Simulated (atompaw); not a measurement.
## Before and after: PAW (atompaw) potential for antimony

atompaw 4.2.0.5 input, output lines left out:

```
Sb 51
GGA-PBESOL scalarrelativistic loggrid 1500 logderivrange -3 5 201
5 5 4 0 0 0
5 1 3
0 0 0
c
c
c
c
v
c
c
c
v
c
c
2
2.75 2.20 2.50 2.55
y
2.25
n
y
3.75
n
y
0.05
y
0.65
n
custom polynom vanderbiltortho sinc
bessel
1.95
2.75
2.45
2.45
2.75
2.75
```

Change: augmentation sinc compensation charge, radius 2.20 bohr; PAW radius 2.75 bohr; waves and projectors: custom polynom2 7 10 vanderbiltortho.

Cutoffs: the cutoffs (Ry, on a coarse ladder) from which the occupation-weighted sum of valence levels, in a spherical-Bessel basis at the reference potential, stays within 10 and 1 mRy of its value at 400 Ry; they do not see the model core or the augmentation charge, which bear on the density cutoff.

Question: What does the change do?

Answer: The potential gets harder (12 Ry and 21 Ry → 15 Ry and 25 Ry); the range in which the s phases agree narrows (upper end at the end of the scan → 2.3); the range in which the d phases agree narrows (upper end 3.7 → 2.5); neither file shows a bound ghost.

| quantity | base | changed |
| --- | --- | --- |
| cutoff, loose | 12 Ry | 15 Ry |
| cutoff, tight | 21 Ry | 25 Ry |
| loose cutoff by channel (10 mRy a level) | s 10 Ry, p 6 Ry | s 12 Ry, p 8 Ry |
| bound ghosts | none | none |
| s: phases at 2.77 bohr within 0.05 rad from the reference energy up to (Ry; the scan ends near 5) | to the end of the scan | 2.3 |
| p: phases at 2.77 bohr within 0.05 rad from the reference energy up to (Ry; the scan ends near 5) | to the end of the scan | to the end of the scan |
| d: phases at 2.77 bohr within 0.05 rad from the reference energy up to (Ry; the scan ends near 5) | 3.7 | 2.5 |
| lowest overlap eigenvalue by channel | s 0.01, p 0.48, d 0.87 | s 0.56, p 0.87, d 1.00 |

 The cutoffs see the waves, projectors and local potential, not the compensation charge or the core.
